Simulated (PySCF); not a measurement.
## Working out the ionisation energy of Au²⁺

Au²⁺ [Xe] 4f14 5d9 (2D) → Au³⁺ [Xe] 4f14 5d8 (3F). All numbers are calculated (PySCF 2.14, scalar relativity through the core potential, in aug-cc-pVDZ-PP with ECP60MDF). Frozen: 5s2 5p6. Energies in hartree (1 hartree = 27.21139 eV):

| part | Au²⁺ (lower) | Au³⁺ (upper) |
| --- | --- | --- |
| UHF | -133.800562 | -132.666281 |
| CCSD correlation | -0.204194 | -0.153213 |
| (T) | -0.003572 | -0.001773 |

Problem. What does Hartree-Fock give?

Solution. (-132.666281) − (-133.800562) = 1.134281 hartree = 30.865 eV.

Problem. What do CCSD and CCSD(T) give?

Solution. The CCSD correlation energies differ by 0.050981 hartree = 1.387 eV and the triples by 0.001799 hartree = 0.049 eV, so CCSD gives 32.252 eV and CCSD(T) 32.301 eV.

Reference: 30 ± 1.6 eV (theoretical estimate listed by NIST; NIST Atomic Spectra Database, ionization energies), between the lowest levels; spin-orbit coupling is absent from the calculation.

A double-zeta basis recovers only part of the correlation energy.

What remains against the reference includes basis incompleteness, the frozen core and higher excitations.
